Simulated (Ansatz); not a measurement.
Abridged output of a molecular run in Ansatz:

```
Functional definition: HF
1321 factors; integrals over basis functions are off by at most 1.5e-3 eV
mean field evaluation 1: about -13880.4155 eV, gradient 5.4e1 eV
mean field evaluation 2: about -13880.4245 eV, gradient 5.4e1 eV
mean field evaluation 4: about -13886.5299 eV, gradient 3.8e0 eV
mean field evaluation 8: about -13886.5833 eV, gradient 3.5e-4 eV
mean field -13886.58325197 eV, -510.3225218455 hartree, gradient 1.3e-6 eV, S^2 0.000000; 0 other end points of the search recorded, 0 dependent functions left out
10 core orbitals not correlated: weight in the atoms' cores, before any rotation towards them, 1.000 or more for the frozen orbitals, at most 0.000 for the correlated occupied ones
reference -13886.58325197 eV, -510.3225218455 hartree; 18, 18 occupied and 105, 105 virtual orbitals, 1321 factors
second order -23.75054582 eV of doubles, -0.00000000 eV of singles
cycle   1  -24.55304439 eV  change   -8.0e-1 eV  update   1.0e-1
cycle   2  -25.10327539 eV  change   -5.5e-1 eV  update   3.0e-2
cycle   3  -25.24823902 eV  change   -1.4e-1 eV  update   1.6e-2
cycle   4  -25.24581077 eV  change    2.4e-3 eV  update   3.8e-3
cycle   5  -25.24461909 eV  change    1.2e-3 eV  update   1.5e-3
cycle   6  -25.24476011 eV  change   -1.4e-4 eV  update   4.6e-4
cycle   7  -25.24447509 eV  change    2.9e-4 eV  update   1.5e-4
cycle   8  -25.24441654 eV  change    5.9e-5 eV  update   4.3e-5
cycle   9  -25.24441817 eV  change   -1.6e-6 eV  update   1.5e-5
perturbative correction -0.63380900 eV, -0.0232920511 hartree
Total energy: -13912.46147914 eV, -511.2735291532 hartree
```

Its atoms:

Cartesian coordinates in Å:
```
C -0.5810 0.5312 -1.5680
C 0.4271 0.3749 -0.4283
C 1.3755 -0.7937 -0.7112
Al -0.4525 0.1696 1.3053
O -0.0055 1.1743 2.5998
O -1.6373 -1.0390 1.4516
H -1.2417 -0.3378 -1.6401
H -1.2155 1.4141 -1.4473
H -0.0684 0.6289 -2.5331
H 1.0264 1.2919 -0.3666
H 0.8385 -1.7467 -0.7478
H 1.8711 -0.6685 -1.6819
H 2.1620 -0.8874 0.0436
H -0.3698 1.1369 3.4815
H -2.1288 -1.2486 2.2425
```

Problem. Which basis set was used?
A. cc-pV(Q+d)Z
B. def2-SVP
C. def2-TZVPP
D. def2-SVPD

Solution. B. It gives 133 functions.

Problem. Write the keys of the input that set method, charge and spin (a neutral closed shell needs none for the last two).

Solution. 
```yaml
correlation: {method: ccsd_t}
```
